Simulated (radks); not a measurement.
Values are calculated unless marked as measured or tabulated.
Problem. Species: Tl62+. Configuration: [Ar] 3d1. Level of theory: Dirac Kohn-Sham, BLYP, spin-unpolarised, spherical densities, finite nucleus; open shells fill j = l - 1/2 first; Fermi nuclear charge, rms radius 5.4759 fm (a radial shooting solver on a logarithmic mesh with Libxc functionals).

Spin-orbit splittings of the eigenvalues, e(l+1/2) - e(l-1/2), with zeta = 2 splitting/(2l+1) and mean radii in bohr:

| shell | occ. | splitting (eV) | zeta (eV) | <r> j=l-1/2 | <r> j=l+1/2 |
|---|---|---|---|---|---|
| 2p | 6 | 2096 | 1397 | 0.05545 | 0.06403 |
| 3p | 6 | ? | ? | 0.1564 | 0.1696 |
| 3d | 1 | 123.1 | 49.24 | 0.1452 | 0.1493 |

Estimate the 3p splitting.

Solution. 540.7 eV (zeta = 360.5 eV).
